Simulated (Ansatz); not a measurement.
`C=[CH][GaH][GeH3]` + H–F → `C=[CH][GaH][F]` + GeH₄  (cleavage of the Ga–Ge bond)

Gas-phase electronic energies from Ansatz, PBE0-D4/def2-TZVP geometries. CCSD(T)/CBS is the MP2 limit (def2-TZVPP, def2-QZVPP) plus CCSD(T) − MP2 in def2-TZVPP, frozen cores. This one scheme is used for every species. Functionals use def2-TZVPP. B3LYP here is the variant with VWN-RPA as its local correlation; programs differ in this. For Ga, Ge outer-core shells are correlated without core-valence functions, which leaves a few kJ/mol of doubt a bond. Scalar relativity is left out up to krypton. Each species was taken in one conformer, which may not be the lowest.

`C=[CH][GaH][GeH3]`:

Z-matrix (Å, degrees):
```
Ge
Ga 1 2.446
H 1 1.542 2 111.1
H 1 1.542 2 111.1 3 -118.5
H 1 1.542 2 113.9 3 120.7
C 2 1.953 1 118.9 3 -120.8
H 2 1.573 1 120.3 3 59.2
C 6 1.334 2 121.3 1 -0.2
H 6 1.089 2 121.0 1 179.8
H 8 1.088 6 121.9 2 0.0
H 8 1.088 6 122.5 2 -179.9
```

H–F:

```xyz
2

F     0.241   -0.391   -0.025
H    -0.241    0.391    0.025
```

`C=[CH][GaH][F]`:

```xyz
8

C     1.418   -0.221    0.167
C     0.278   -0.321   -0.515
Ga   -1.374    0.394    0.196
F    -2.791    0.189   -0.833
H     1.470    0.261    1.140
H     2.358   -0.614   -0.212
H     0.289   -0.814   -1.485
H    -1.648    1.126    1.542
```

GeH₄:

```xyz
5

Ge    0.000    0.000    0.000
H    -1.238   -0.002    0.906
H    -0.370   -0.577   -1.373
H     1.100   -0.859    0.636
H     0.507    1.438   -0.169
```

```json
{"level": "B97M-V", "ΔE (kcal/mol)": "-19.3", "difference from CCSD(T)/CBS": "-5.7"}
{"level": "B3LYP-D4", "ΔE (kcal/mol)": "-16.0", "difference from CCSD(T)/CBS": "-2.4"}
{"level": "r2SCAN0-D4", "ΔE (kcal/mol)": "-15.4", "difference from CCSD(T)/CBS": "-1.8"}
{"level": "BHLYP-D4", "ΔE (kcal/mol)": "-16.3", "difference from CCSD(T)/CBS": "-2.7"}
{"level": "revPBE", "ΔE (kcal/mol)": "-15.6", "difference from CCSD(T)/CBS": "-2.0"}
{"level": "PBE0", "ΔE (kcal/mol)": "-14.4", "difference from CCSD(T)/CBS": "-0.8"}
{"level": "B3LYP", "ΔE (kcal/mol)": "-18.1", "difference from CCSD(T)/CBS": "-4.5"}
{"level": "BHLYP", "ΔE (kcal/mol)": "-18.7", "difference from CCSD(T)/CBS": "-5.1"}
{"level": "HF/def2-QZVPP", "ΔE (kcal/mol)": "-22.2", "difference from CCSD(T)/CBS": "-8.6"}
{"level": "HF/CBS(def2)", "ΔE (kcal/mol)": "-22.3", "difference from CCSD(T)/CBS": "-8.7"}
{"level": "CCSD(T)/CBS", "ΔE (kcal/mol)": "-13.6", "difference from CCSD(T)/CBS": "0"}
```

Largest T1 diagnostic among the species: 0.014.

From r2SCAN to r2SCAN0 (25 % exact exchange), in def2-TZVPP and without D4, ΔE moves by +1.2 kcal/mol. The D4 term adds +2.2 kcal/mol with B3LYP and +1.2 kcal/mol with PBE0; it sums over pairs of atoms, weighted by their polarisabilities, and B3LYP, whose exchange is more repulsive, gets the larger term. Leaving LDA and LC-ωPBE aside and taking each functional with its dispersion term where it has one, the values, not all of them listed here, spread over 6.2 kcal/mol, from B97M-V to HSE06-D4. LDA lies +1.4 kcal/mol from PBE without D4.
